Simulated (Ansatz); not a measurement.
Reaction (substitution at a C–C bond): `CC(C)C(C)(C)C` + `CB(O)S` → `CSB(C)O` + `CC(C)C(C)C`

Gas-phase electronic energies from Ansatz, PBE0-D4/def2-TZVP geometries. CCSD(T)/CBS is the MP2 limit (def2-TZVPP, def2-QZVPP) plus CCSD(T) − MP2 in def2-TZVPP, frozen cores. DFT in def2-TZVPP. Each species was taken in one conformer, which may not be the lowest.

`CC(C)C(C)(C)C`:

```xyz
23

C    -1.018   -1.755   -0.184
C    -0.649   -0.465    0.540
C     0.014   -0.812    1.868
C     0.171    0.526   -0.327
C     0.403    1.821    0.452
C    -0.617    0.878   -1.590
C     1.524   -0.051   -0.737
H    -1.579   -1.575   -1.103
H    -0.129   -2.339   -0.439
H    -1.640   -2.381    0.461
H    -1.587    0.059    0.771
H     0.225    0.069    2.476
H     0.953   -1.352    1.717
H    -0.641   -1.463    2.454
H     0.873    2.570   -0.190
H    -0.542    2.238    0.814
H     1.058    1.671    1.312
H    -1.619    1.242   -1.340
H    -0.106    1.668   -2.147
H    -0.724    0.023   -2.260
H     2.146   -0.283    0.131
H     1.414   -0.961   -1.331
H     2.072    0.673   -1.347
```

`CB(O)S`:

Z-matrix (Å, degrees):
```
C
B 1 1.565
H 1 1.094 2 110.8
H 1 1.094 2 111.3 3 118.3
H 1 1.091 2 111.4 3 -120.6
O 2 1.359 1 119.2 3 118.3
S 2 1.829 1 122.6 3 -61.5
H 6 0.961 2 115.1 1 -179.8
H 7 1.341 2 96.8 1 -0.2
```

`CSB(C)O`:

Z-matrix (Å, degrees):
```
C
S 1 1.806
H 1 1.089 2 111.0
H 1 1.089 2 111.0 3 -122.5
H 1 1.089 2 107.0 3 118.7
B 2 1.818 1 103.9 3 61.9
O 6 1.363 2 117.6 1 -179.9
C 6 1.565 2 123.6 1 0.2
H 7 0.961 6 114.5 2 -0.0
H 8 1.091 6 111.0 2 -179.2
H 8 1.094 6 111.6 2 -58.3
H 8 1.094 6 111.3 2 60.2
```

`CC(C)C(C)C`:

Cartesian coordinates in Å:
```
C 1.542 -0.619 1.153
C 0.786 -0.358 -0.142
C 0.078 -1.624 -0.607
C -0.145 0.863 -0.026
C -0.652 1.320 -1.387
C -1.310 0.653 0.931
H 2.066 0.277 1.497
H 0.869 -0.941 1.953
H 2.285 -1.410 1.018
H 1.530 -0.097 -0.907
H -0.459 -1.476 -1.547
H 0.800 -2.429 -0.765
H -0.641 -1.975 0.139
H 0.474 1.674 0.380
H -1.325 0.582 -1.833
H -1.210 2.256 -1.300
H 0.173 1.485 -2.085
H -0.979 0.344 1.925
H -1.879 1.579 1.049
H -2.002 -0.106 0.556
```

CCSD(T)/CBS gives +15.0 kJ/mol.

Another level gave +2.3 kJ/mol. Which?
A. LC-ωPBE/def2-TZVPP
B. BLYP/def2-TZVPP
C. PBE/def2-TZVPP
D. LDA (SPW92)/def2-TZVPP

C. PBE 2.3, LC-ωPBE 8.8, LDA (SPW92) 17.6, BLYP -2.9 kJ/mol.

Largest T1 diagnostic among the species: 0.012.

From BLYP to BHLYP (50 % exact exchange), in def2-TZVPP and without D4, ΔE moves by +7.8 kJ/mol. The D4 term adds +6.4 kJ/mol with B3LYP and +3.7 kJ/mol with PBE0; it sums over pairs of atoms, weighted by their polarisabilities, and B3LYP, whose exchange is more repulsive, gets the larger term. In def2-TZVPP, CCSD(T) changes the Hartree–Fock value by +15.4 kJ/mol (the triples alone add +1.3 kJ/mol) and MP2 by +16.8 kJ/mol.

B3LYP here is the variant with VWN-RPA as its local correlation; programs differ in this.
